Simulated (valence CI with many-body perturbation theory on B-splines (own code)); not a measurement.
## Yb XXXIX in three bases

Calculated by relativistic CI+MBPT: four valence electrons over a frozen Dirac-Fock core [Ar] 3d10, radial functions for each j: 9 s, 9 p, 8 d, 6 f, 3 g, 1 h, with the one-electron correlation potential Σ1 (screened to all orders), the two-electron term Σ2, the three-electron term Σ3, Breit, model QED; selected single and double excitations, second order for the rest, scaled by the run's own slope (own B-spline code, finite nucleus).

The last digits are not significant, and no measured levels were compared; by estimate large intervals hold to a few tenths of a per cent, small ones and those within an open d or f shell to about a per cent.

The reference run has the lowest level (4s^2 4p1/2^2) J=0 and an ionisation energy of 1791.42 eV. Its largest variational space holds 19999 state functions.

Levels are named by their leading jj configuration (3d3/2^4 stands for four electrons in 3d with j = 3/2), which in mixed levels can hold well under half, so a name can repeat and another be missing. Letters in brackets count levels of one name in rising energy.

Changed runs:
A. basis 6 s, 6 p, 5 d, 3 f, 1 g
B. basis 5 s, 5 p, 4 d, 2 f

Excitation energies of the reference run in cm⁻¹, and shifts in cm⁻¹:

```csv
Level,Reference,A,B
(4s^2 4p1/2 4p3/2) J=1,540287,-114,-429
(4s^2 4p1/2 4p3/2) J=2,572062,-3.1,+52
(4s^2 4p3/2^2) J=2,1136320,-84,-227
(4s^2 4p3/2^2) J=0,1205610,+42,+328
(4s 4p1/2^2 4p3/2) J=2,1234270,-134,-468
(4s 4p1/2^2 4p3/2) J=1,1343180,+17,+179
(4s^2 4p1/2 4d3/2) J=2,1660940,+11,+234
(4s 4p1/2 4p3/2^2) J=2 [a],1724580,-278,-1012
(4s 4p1/2 4p3/2^2) J=3,1782320,-112,-316
(4s^2 4p1/2 4d3/2) J=1,1791150,+235,+1237
(4s 4p1/2 4p3/2^2) J=0,1866290,-41,-17
(4s^2 4p1/2 4d5/2) J=2,1883090,+109,+673
Ionisation energy (eV),1791.42,-0.039,-0.15
```
